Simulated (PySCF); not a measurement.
ClH₃MoN₂S, multiplicity 1. Atoms are numbered in the order given.

```xyz
8

Mo     0.1598     0.0777    -0.1682
N      0.9861    -0.7263    -1.4511
H      1.6580    -1.4158    -1.7924
S      1.0035    -0.4259     1.7187
Cl    -2.0686    -0.5087    -0.2275
N      0.3925     1.9557    -0.4984
H      0.7550     2.3475    -1.3649
H      0.3339     2.6595     0.2364
```
Charge 0, spin multiplicity 1.

The structure is a stationary point at B3LYP-D3(BJ)/def2-SVP. The spin state was assumed, not searched. The structure was generated by enumeration; whether it is a known compound was not checked. The def2 effective core potentials stand for the cores of Mo; spin–orbit coupling is left out. One conformer was computed; it need not be the lowest.

Method: TDA-CAM-B3LYP/def2-SVPD run with PySCF.

Vertical excitations. 

Computed UV-visible absorptions:
```
state  energy (eV)  λ (nm)      f                                                                 main pairs
-----  -----------  ------  -----  -------------------------------------------------------------------------
S1            3.12     397  0.001                                           HOMO→LUMO 76 %, HOMO−1→LUMO 12 %
S2            3.52     352  0.003                                         HOMO→LUMO+1 63 %, HOMO−1→LUMO 31 %
S3            3.72     334  0.019                       HOMO−1→LUMO+1 50 %, HOMO−1→LUMO 24 %, HOMO→LUMO 10 %
S4            4.05     306  0.017   HOMO−2→LUMO 29 %, HOMO−1→LUMO+1 23 %, HOMO→LUMO+2 13 %, HOMO→LUMO+1 12 %
S5            4.35     285  0.008                     HOMO−2→LUMO 38 %, HOMO−2→LUMO+1 25 %, HOMO→LUMO+2 10 %
S6            4.57     271  0.001  HOMO−2→LUMO+1 35 %, HOMO→LUMO+2 26 %, HOMO−1→LUMO+2 18 %, HOMO−2→LUMO 9 %
S7            4.62     268  0.001                                       HOMO−3→LUMO 64 %, HOMO−3→LUMO+1 11 %
S8            4.75     261  0.008  HOMO→LUMO+2 26 %, HOMO−1→LUMO+2 22 %, HOMO→LUMO+3 19 %, HOMO−3→LUMO+1 8 %
S9            4.87     255  0.018                    HOMO−1→LUMO+2 50 %, HOMO−2→LUMO+1 15 %, HOMO→LUMO+3 8 %
S10           5.04     246  0.013                                         HOMO−4→LUMO 47 %, HOMO→LUMO+3 19 %
T1            2.66     467      0                                           HOMO→LUMO 56 %, HOMO−1→LUMO 33 %
T2            2.84     436      0                       HOMO−1→LUMO 39 %, HOMO→LUMO 36 %, HOMO−1→LUMO+1 13 %
T3            3.09     401      0                                       HOMO→LUMO+1 68 %, HOMO−1→LUMO+1 12 %
T4            3.25     381      0                                       HOMO−1→LUMO+1 65 %, HOMO→LUMO+1 19 %
```
Triplets are in the Tamm–Dancoff approximation.
